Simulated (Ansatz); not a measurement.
A structure relaxed at PBE-D4/def2-SVP in Ansatz, charge -1, doublet:

```
atom    x (Å)    y (Å)    z (Å)
 Ga1  -0.4439   1.7138   0.1158
 Ga2   1.7775  -1.6004   1.3771
 Ga3   0.7895   0.4446  -2.2543
 Ga4  -1.5752  -0.7591   1.6841
 Ga5  -2.0302  -1.6890  -1.3279
 Ga6  -0.1654   1.7130   3.4059
  S7   0.0634  -1.0173  -3.8819
  S8   2.7988   0.7944   0.5396
  S9   0.1093  -0.8247   3.2046
 S10   0.0171  -0.6272  -0.2903
 S11  -0.3653   2.4270  -2.0085
 S12   1.4386   2.3501   1.3872
 S13   3.0168   0.8039  -1.5424
 S14  -2.2140   1.4779   1.5731
 S15  -2.7472  -2.4481   0.8362
 S16  -0.4698  -2.7588  -2.8185
```

Q: Give its formula.

A: Ga₆S₁₀⁻.

Q: Summarise the bond lengths by kind (pairs closer than 1.2 times the sum of covalent radii, bridged metal pairs left out).

A: 19 × Ga–S 2.22 to 2.66 Å; 3 × S–S 2.09 to 2.23 Å.

Another isomer (doublet) lies 2.25 eV lower at PBE0-D4/def2-TZVP; other spin states weren't run for this one.
